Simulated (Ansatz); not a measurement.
`F[C@H](Cl)[Si@@H]1CO1` + HCl → `Cl[SiH]1CO1` + `FCCl` at 298.15 K and 1 bar (ligand exchange at the Si–C bond).

Calculated with Ansatz (gas phase, PBE0-D4/def2-TZVP geometries, no zero-point term in ΔE). CCSD(T)/CBS adds triple-zeta CCSD(T) − MP2 to the extrapolated MP2 energy (def2 sets, frozen cores). This one scheme is used for every species. One conformer a species, not always the lowest.

```csv
species,CCSD(T)/CBS energy (Eh),H − E (kJ/mol),S (J/(mol·K))
`F[C@H](Cl)[Si@@H]1CO1`,-1002.29729,179.2,356.5
HCl,-460.38127,26.6,186.8
`Cl[SiH]1CO1`,-863.91561,122.6,298.0
`FCCl`,-598.81139,93.0,264.2
```

H − E and S are ideal-gas, rigid-rotor, harmonic terms from PBE0-D4/def2-TZVP, for one conformer and one mirror image of each species. 1 Eh = 2625.50 kJ/mol, R = 8.31446 J/(mol·K).

Problem. By hand: ΔE, ΔH, ΔS and ΔG.

Solution. ΔE = (-863.91561) + (-598.81139) − (-1002.29729) − (-460.38127) = -0.04844 Eh = -127.2 kJ/mol. Δ(H − E) = 122.6 + 93.0 − 179.2 − 26.6 = 9.8, so ΔH = -117.4 kJ/mol. ΔS = 298.0 + 264.2 − 356.5 − 186.8 = 18.9 J/(mol·K). ΔG = -117.4 − 298.15 × (18.9)/1000 = -123.0 kJ/mol.

Problem. By hand: the equilibrium constant, and the temperature at which ΔG would vanish if ΔH and ΔS stayed fixed.

Solution. log₁₀ K = −ΔG/(RT ln 10) = 21.5. ΔH and −TΔS have one sign here, so there is no such temperature.

ΔH outweighs TΔS. A doubt of 5 kJ/mol in ΔE shifts log₁₀ K by 0.9 here. Other conformers and mirror images would add mixing entropy, several J/(mol·K) or more a flexible species. Modes under 60 cm⁻¹, often nearly free rotors, make the harmonic entropy too high. These are equilibria of isolated gas molecules and say nothing of rates. Largest T1 diagnostic: 0.013 (customary marks: 0.02 for closed shells, 0.045 for open ones).
